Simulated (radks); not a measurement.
Spherical jellium clusters: N electrons in a uniform positive sphere of charge N and radius rs N^(1/3), rs = 4.37 bohr. Calculated with a radial shooting solver with Libxc functionals: non-relativistic Kohn-Sham, PBE, spin-polarised, spherical densities. Levels are named by radial order and angular momentum (1s, 1p, 1d, 2s, ...), and open shells are averaged over m.

N = 3, configuration 1s2 1p(up 1, down 0). This is the lowest configuration that the search found. Occupied and some empty levels:

level    occupation  eigenvalue (eV)  <r> (bohr)
1s up             1          -3.6690       4.744
1s down           1          -3.3594       4.474
1p up             1          -2.1126       6.104
1p down           0          -1.6343       6.128
1d up             0         -0.51508       8.463

Energy (eV): total -4.63535, kinetic 4.5890, external -44.648, Hartree 21.598, exchange-correlation -9.4883, background 23.314.

Electron density:

r (bohr)  n(r) (e/bohr^3)
0.775            0.004489
1.61             0.004306
2.44             0.003959
3.27             0.003423
4.10             0.002724
4.94             0.001956
5.77             0.001246
6.60            0.0007006
7.43            0.0003589
8.26            0.0001752
9.10           0.00008384
9.93           0.00003979
10.8           0.00001887
